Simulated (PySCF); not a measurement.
H2O. Atoms are numbered in the order given.

```xyz
3

O      0.0000     0.0000    -0.1171
H      0.0000    -0.7613     0.4682
H      0.0000     0.7613     0.4682
```
Charge 0, spin multiplicity 1.

Coordinates come from a PBE0-D3(BJ)/def2-TZVPD optimisation.

The numbers are results of PySCF with M06-2X/def2-TZVPD, not measurements.

Isolated molecule, no solvent.

Computed frontier levels, gap, dipole moment and polarisability:
```yaml
highest_occupied_level: -10.97 eV
lowest_empty_level: 0.36 eV
orbital_gap: 11.33 eV
dipole_moment: 1.89 D
quadrupole, principal values (traceless, Buckingham form, about the centre of nuclear charge): -2.41, -0.30, 2.71 D·Å
mean_static_polarisability: 9.4 bohr³ (1.39 Å³)
polarisability_principal_values: 9.0, 9.3, 9.8 bohr³
```
